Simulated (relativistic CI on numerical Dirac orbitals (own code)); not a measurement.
## Re⁴⁺ (5d3) in a crystal field

Calculated by Dirac-Coulomb-Breit CI, KLI orbitals optimised for each configuration, model QED (radiative potential, 1s self-energy scaled to tabulated hydrogen-like ionisation energies), valence Slater integrals scaled by 0.8, one configuration in a parametric crystal field (own radial code).

Field parameters in Wybourne normalisation: D4h B²₀ = −7Ds, B⁴₀ = 21(Dq − Dt), B⁴₄ = 21√(5/14) Dq. The field is a parameter set, without covalency.

S is read from ⟨S²⟩ = S(S + 1).

Levels (cm⁻¹, degeneracy): 0 (2), 40 (2), 10058 (2), 12256 (2), 13490 (2), 14029 (2), 14611 (2), 22485 (2), 23857 (2), 26068 (2), 27152 (2), 27567 (2).

Problem. Which field gives this pattern?
A. D4h, 10Dq = 25900, Ds = 1360, Dt = -400 cm⁻¹
B. D4h, 10Dq = 25900, Ds = -1090, Dt = -400 cm⁻¹
C. D4h, 10Dq = 25900, Ds = 1770, Dt = -400 cm⁻¹
D. D4h, 10Dq = 25900, Ds = 950, Dt = -400 cm⁻¹

Solution. D. D4h, 10Dq = 25900, Ds = 950, Dt = -400 cm⁻¹, ground level with S = 1.46.
